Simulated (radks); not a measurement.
Numerical settings for the chlorine ion Cl3+, [Ne] 3s2 3p2. Calculated with a radial shooting solver on a logarithmic mesh with Libxc functionals: non-relativistic Kohn-Sham, PBE, spin-polarised, spherical densities, point nucleus; open shells are filled with parallel spins first. The defaults (mesh step 0.008 in ln r, mesh end at 40 bohr or more with all orbitals vanishing there, Anderson mixing 0.5 over 9 steps, residual threshold near 1e-9 with the energy settled to 1e-9 hartree or 1e-11 of itself, here a cap of 74 iterations) give E = -457.1647 hartree and 3p at -46.347 eV in 13 iterations. Run on one thread of a shared host, so times are rough (Arm Neoverse V2): 0.08 s of CPU time, 0.08 s wall, 13 iterations on 2476 mesh points. Changes against that run (0 stands for a change within the tolerance of the run):

setting,iterations,converged,E (mhartree),e(3p) (meV),CPU (s)
mesh step in ln r 0.08,2,no,diverged,-,0.01
mesh step in ln r 0.2,74,no,-2.27e+06,-,0.13
mesh step in ln r 0.012,13,yes,0,0,0.06
mesh end (bohr) 400,13,yes,0,0,0.09
mesh end (bohr) 8,13,yes,0,+0.00292,0.08
residual threshold 0.01,8,yes,0,-0.638,0.06
residual threshold 0.001,8,yes,0,-0.638,0.06
mixing 1.5,13,yes,0,0,0.08
"linear mixing, mixing 0.05",74,no,+0.0676,-233,0.41
"linear mixing, mixing 1",27,yes,0,0,0.15
mixing history 2,21,yes,0,0,0.11
iteration cap 5,5,no,+0.0104,+77.5,0.04

No run marked as converged misses the energy by more than 1 mhartree. A mesh that ends early acts as a hard wall.
